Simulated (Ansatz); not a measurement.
Input file for Ansatz (an electronic-structure program): R-wB97M-V/def2-TZVPPD on H6OSi2 (SMILES [SiH3]O[SiH3]). The basis file is the Basis Set Exchange's JSON of that set.

Ansatz 0.2 input:
```yaml
crystal:
  periodic: [false, false, false]
  atoms:
    - {symbol: O, position_ang: [0.00000280, -0.00000106, -0.47330631]}
    - {symbol: Si, position_ang: [1.59921091, 0.01861279, -0.03636206]}
    - {symbol: H, position_ang: [1.90104305, 1.23566939, 0.77265840]}
    - {symbol: H, position_ang: [2.42698167, 0.02833487, -1.27215851]}
    - {symbol: H, position_ang: [1.92931889, -1.19116775, 0.77254782]}
    - {symbol: Si, position_ang: [-1.59921344, -0.01861420, -0.03639223]}
    - {symbol: H, position_ang: [-2.42697192, -0.02833225, -1.27219623]}
    - {symbol: H, position_ang: [-1.92932366, 1.19114625, 0.77254773]}
    - {symbol: H, position_ang: [-1.90104828, -1.23564805, 0.77266139]}
basis:
  gaussian:
    orbitals: def2-TZVPPD.json
hamiltonian:
  xc: {name: wB97M-V}
scf: {lower_state_search: off}
```

Task: Predict the final total energy.

Result: -657.8579 hartree.

Task: How many basis functions does it have, and what does it roughly cost on one machine?

Result: 238 functions; very roughly 6 core-seconds.
